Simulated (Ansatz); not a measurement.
Potential energy curve for SMILES [SiH3]S (H4SSi). The Si1–S5 bond (Si1 also carries H, H, H; S5 carries H) is varied alone, starting from the PBE0/def2-TZVP optimised geometry.

Computed with: RMP2 = MP2 on RHF/cc-pVTZ, frozen core in Ansatz (an electronic-structure program); RCCSD = CCSD on RHF/cc-pVTZ, frozen core (Ansatz); RHF/cc-pVTZ (Ansatz); UCCSD(T) = CCSD(T) on UHF/cc-pVTZ, frozen core (Ansatz).

Energies are in kJ/mol, each relative to the lowest point of its own curve near equilibrium.

```
R / Å   RMP2  RCCSD    RHF  UCCSD(T)
-----  -----  -----  -----  --------
1.74   240.4  244.6  251.9     244.8
1.81   146.8  150.2  155.2     150.5
1.92    55.9   58.1   60.4      58.4
2.03    12.5   13.5   14.2      13.8
2.10       ?    2.1    2.3       2.2
2.14     0.0    0.0    0.0       0.0
2.20     2.1    1.5    1.5       1.4
2.26     8.7    7.6    7.7       7.2
2.38    31.6   29.5   30.5      28.6
2.50    62.5   59.3   62.0      57.8
2.68   115.7  110.9  117.2     107.9
2.90   182.2  175.0  187.7     171.7
3.23   272.3  260.3  286.4     259.7
3.52   336.8  319.2  361.2     314.4
3.88   396.8      —  438.0     345.3
4.33   444.1      —  512.4     356.9
4.70   463.3      —  559.3         ?
5.33       ?      —  617.0     361.6
5.78       ?      —  645.4         ?
6.33   418.5      —  670.0     362.2
7.44   343.2      —      ?     362.4
```

Problem. What belongs in the gaps?

Solution. 
- 2.10, RMP2: 1.8
- 4.70, UCCSD(T): 359.9
- 5.33, RMP2: 464.4
- 5.78, RMP2: 448.5
- 5.78, UCCSD(T): 362.0
- 7.44, RHF: 699.7

A dash means that the run gave no value there, or that the column was ended at a point which the program doubted or which failed a test of continuity chosen for this set; such a test can also cut sound points.

The restricted form behind RMP2, RHF keeps the bonding electrons paired and can't separate into open-shell fragments. The T1 diagnostic of CCSD on the restricted reference of RMP2, RCCSD exceeds 0.045 at 3.88 to 7.44 Å. The unrestricted determinant behind UCCSD(T) is spin-contaminated at 2.90 to 7.44 Å (<S²> up to 1.0, against 0.00 for a pure singlet).
